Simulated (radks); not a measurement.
Q: Isoelectronic series with 5 electrons, all held in the configuration [He] 2s2 2p1, which need not be the ground one along the series. Calculated with a radial shooting solver on a logarithmic mesh with Libxc functionals: Dirac Kohn-Sham, PBE, spin-unpolarised, spherical densities, finite nucleus; open shells fill j = l - 1/2 first; Fermi nuclear charge, rms radius of each element as measured or else 0.836 A^(1/3) + 0.57 fm. Total energies (hartree) and orbital eigenvalues (eV):

ion,E (hartree),2p1/2,2s1/2,1s1/2
B,-24.60328,-3.6079,-9.4419,-180.5844
Ne5+,-116.06736,-140.5852,-160.7717,-994.8706
P10+,-276.86349,-449.9158,-484.3219,-2495.687
Ca15+,-507.66798,-932.2400,-981.0324,-4687.796
Mn20+,-809.50615,-1590.058,-1653.554,-7580.196
Br30+,-1632.13787,-3447.531,-3541.890,-15518.37
Zr35+,-2156.83268,-4657.665,-4768.446,-20599.34
Rh40+,-2760.45000,-6064.493,-6192.545,-26451.72
Sn45+,-3446.14583,-7676.685,-7823.020,-33104.04
Cs50+,-4217.6888,-9504.673,-9670.481,-40590.37
Nd55+,-5079.5834,-11560.98,-11747.65,-48951.35
Tb60+,-6037.1845,-13860.66,-14069.76,-58235.21
Yb65+,-7096.8605,-16421.84,-16655.04,-68499.03
Re70+,-8266.4708,-19266.50,-19525.83,-79813.58

Estimate the row of Zn25+.

A: E (hartree) -1183.74838; 2p1/2 -2426.938; 2s1/2 -2505.581; 1s1/2 -11185.15.
